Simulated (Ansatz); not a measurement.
`C[SiH2]N(C)[SiH3]` + H₂ → `C[SiH3]` + `CN[SiH3]` at 600 K and 1 bar (hydrogenolysis of the Si–N bond).

Gas-phase electronic energies from Ansatz, PBE0-D4/def2-TZVP geometries. CCSD(T)/CBS is the MP2 limit (def2-TZVPP, def2-QZVPP) plus CCSD(T) − MP2 in def2-TZVPP, frozen cores. This one scheme is used for every species. Each species was taken in one conformer, which may not be the lowest.

```tsv
species	CCSD(T)/CBS energy (Eh)	H − E (kJ/mol)	S (J/(mol·K))
`C[SiH2]N(C)[SiH3]`	-715.62877	407.2	526.3
H₂	-1.17544	43.9	150.8
`C[SiH3]`	-330.73916	199.7	315.0
`CN[SiH3]`	-386.04948	257.3	374.7
```

H − E and S are ideal-gas, rigid-rotor, harmonic terms from PBE0-D4/def2-TZVP, for one conformer and one mirror image of each species. The MP2-based limit puts H₂ 0.8 mEh under its directly extrapolated value; such offsets cancel only in part. 1 Eh = 2625.50 kJ/mol, R = 8.31446 J/(mol·K).

Problem. By hand: ΔE, ΔH, ΔS and ΔG.

Solution. ΔE = (-330.73916) + (-386.04948) − (-715.62877) − (-1.17544) = 0.01557 Eh = 40.9 kJ/mol. Δ(H − E) = 199.7 + 257.3 − 407.2 − 43.9 = 5.9, so ΔH = 46.8 kJ/mol. ΔS = 315.0 + 374.7 − 526.3 − 150.8 = 12.6 J/(mol·K). ΔG = 46.8 − 600 × (12.6)/1000 = 39.2 kJ/mol.

Problem. By hand: the equilibrium constant, and the temperature at which ΔG would vanish if ΔH and ΔS stayed fixed.

Solution. log₁₀ K = −ΔG/(RT ln 10) = -3.4. ΔG = 0 at ΔH/ΔS = 3714 K, far beyond where these terms or the molecules hold.

The number of gas molecules stays the same, so ΔS is small and ΔH decides. A doubt of 5 kJ/mol in ΔE shifts log₁₀ K by 0.4 here. Other conformers and mirror images would add mixing entropy, several J/(mol·K) or more a flexible species. Modes under 60 cm⁻¹, often nearly free rotors, make the harmonic entropy too high. These are equilibria of isolated gas molecules and say nothing of rates. Largest T1 diagnostic: 0.010 (customary marks: 0.02 for closed shells, 0.045 for open ones).
